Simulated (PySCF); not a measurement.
**Does the structure fit the spectrum?**

A compound C₅H₁₂OSi₂ gives the data below (simulated from a calculation) and was assigned the structure `C=CC(=C)O[SiH2]C[SiH3]`.

13C{1H} NMR (computed): δ 169.5 (C), 158.2 (CH), 136.3 (CH), 89.3 (CH2), 76.4 (CH2).

1H NMR (500 MHz, computed): δ 6.77 (q, 1H), 6.77 (m, 1H), 4.44 (s, 2H), 4.31 (m, 1H), 4.26 (d, 3H), 4.20 (s, 3H), 4.09 (m, 1H).

[PySCF: geometry from GFN2-xTB; σ from GIAO-PBE0/pcSseg-1; no solvent model; one conformer; averaged over atoms made equivalent by symmetry, fast rotation or ring inversion; non-relativistic]

δ = σ(ref) − σ, references computed at the same level: 1H (σ = 31.72 ppm), 13C (σ = 186.93 ppm) against TMS.

(1) Compare with the shifts computed for the proposed structure, pairing carbons in order of shift.

(2) Which isomer fits?

Results:

(1) Mapped SMILES: `[CH2:1]=[CH:2][C:3](=[CH2:4])[O:5][SiH2:6][CH2:7][SiH3:8]` (H(Xn): hydrogen on atom n).

| atom | computed for proposal | given list | difference |
| --- | --- | --- | --- |
| C3 | 164.0 | 169.5 | -5.5 |
| C2 | 141.4 | 158.2 | -16.8 |
| C1 | 123.6 | 136.3 | -12.7 |
| C4 | 99.3 | 89.3 | +10.0 |
| C7 | -5.6 | 76.4 | -82.0 |

The rms difference is 38.2 ppm and the largest -82.0 ppm at C7 (sp3 CH2 bonded to 2 Si). The carbon types in order of shift don't match either: C, CH, CH2, CH2, CH2 for the proposal against C, CH, CH, CH2, CH2 in the data. The proposal doesn't fit.

(2) SMILES C=COC/C([SiH3])=C/[SiH3].

- Carbon types of the structure: 1 × C, 2 × CH, 2 × CH2, leaving 6 H on heteroatoms.
- δC 158.2: alkene carbon bearing oxygen; an sp2 carbon further deshielded by the attached heteroatom.
- δC 136.3: alkene CH; an sp2 carbon of a C=C bond.
- δC 89.3: β carbon of an enol-ether or enamine type C=C; the O or N lone pair pushes π density onto this β carbon and shields it.
- δC 76.4: allylic sp3 CH2 bonded to O; deshielded by the electronegative neighbour.

Other isomers checked: C=C(C=O)[Si@H](C)[SiH2]C (rms 60.2 ppm).

This is the structure that produced the data.

Shifts are as computed. Against solution values, carbons near 30 ppm lie about +3 ppm off and those near 130 ppm about +5 ppm. Of 1211 compounds with measured shifts, 218 miss one by over three times the rms of a fit or turn the order of signals round; such compounds aren't used in these exercises. Multiplicities follow the n + 1 count of equivalent neighbours, as no J values were calculated; m marks all less simple cases, F and P coupling included.
